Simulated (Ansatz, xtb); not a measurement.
**Relative energy of two isomers of CH7GaN2O**

Structure I: `C[NH][Ga]([NH2])[OH]`, a singlet. Structure II: `[NH3+][GaH2-][NH]C=O`, a singlet. Both are isolated molecules in the gas phase, relaxed with PBE0-D4/def2-SVP; the shapes shown needn't be the lowest conformers.

I (Å):

```yaml
atoms:
  - { symbol: C, position_ang: [0.0075, 0.5145, -0.6680] }
  - { symbol: Ga, position_ang: [-0.1473, -0.0046, 2.1694] }
  - { symbol: N, position_ang: [0.3303, 0.9041, 0.6818] }
  - { symbol: N, position_ang: [0.1840, 0.5642, 3.8625] }
  - { symbol: O, position_ang: [-1.0637, -1.5056, 1.8429] }
  - { symbol: H, position_ang: [-0.5634, -0.4261, -0.6587] }
  - { symbol: H, position_ang: [-0.6154, 1.2625, -1.1954] }
  - { symbol: H, position_ang: [0.9050, 0.3393, -1.2920] }
  - { symbol: H, position_ang: [0.8540, 1.7672, 0.7510] }
  - { symbol: H, position_ang: [0.8493, 1.3053, 4.0454] }
  - { symbol: H, position_ang: [0.1278, -0.0665, 4.6524] }
  - { symbol: H, position_ang: [-1.3865, -1.9601, 2.6252] }
```

II (Å):

```xyz
12

C     0.0159    0.3742    0.6567
Ga   -1.1849   -1.0240   -1.6608
N    -1.6262    0.9644   -1.9583
N    -0.0363   -0.7172   -0.1070
O    -0.6061    1.4236    0.4681
H    -1.3355    1.3697   -1.0249
H    -1.0890    1.4171   -2.6963
H    -2.6137    1.1536   -2.1217
H    -2.5658   -1.6713   -1.2699
H    -0.3321   -1.5084   -2.8921
H     0.5729   -1.4610    0.2177
H     0.6993    0.3055    1.5363
```

Question: Estimate which is lower in electronic energy at CCSD(T)/def2-SVP + ΔMP2/def2-TZVPP, and by roughly how much.

Answer: CCSD(T)/def2-SVP + ΔMP2/def2-TZVPP gives E(II) − E(I) = +0.282 eV, favouring structure I, but this leans on the basis-set step: CCSD(T) alone gives −0.106 eV.

How the difference moves with the method:

```tsv
level	geometry	E(II) − E(I) (eV)	departure from the last row (eV)	job, with rough time for the two
PBE0-D4/def2-SVP	PBE0-D4/def2-SVP	−0.247	−0.529	optimisation, 78 s
HF/def2-SVP	PBE0-D4/def2-SVP	+0.015	−0.267	part of the CCSD(T) run
MP2/def2-SVP	PBE0-D4/def2-SVP	+0.002	−0.280	part of the CCSD(T) run
CCSD(T)/def2-SVP	PBE0-D4/def2-SVP	−0.106	−0.389	single point
CCSD(T)/def2-SVP + ΔMP2/def2-TZVPP	PBE0-D4/def2-SVP	+0.282		single point, 68 s
```

As drawn, II has 1 C=O, 1 N–H, 2 Ga–H in place of 1 Ga–O, 2 C–H, 1 O–H.

PBE0-D4/def2-SVP, CCSD(T)/def2-SVP put the two in the other order. HF/def2-SVP, MP2/def2-SVP find them nearly level. The largest departure from CCSD(T)/def2-SVP + ΔMP2/def2-TZVPP is that of PBE0-D4/def2-SVP, 0.529 eV. Levels run at GFN2-xTB geometries aren't shown. The last row adds to CCSD(T) the change of the MP2 difference between the two basis sets, here +0.389 eV, a large step that makes the value less sure.

With thermal terms from frequencies at re-optimised GFN2-xTB minima (ideal gas, soft modes damped towards free rotors, one conformer each, 298.15 K, 1 atm): the zero-point term adds −0.090 eV; ΔH is +0.168 and ΔG +0.225 eV.

The correlated steps freeze 13 core orbitals; the filled d shell of Ga is correlated, in a basis made for valence electrons. Programs: Ansatz 0.2.0, xtb 6.7.1; the last row on 2 threads of Arm Neoverse V1 on a shared host.
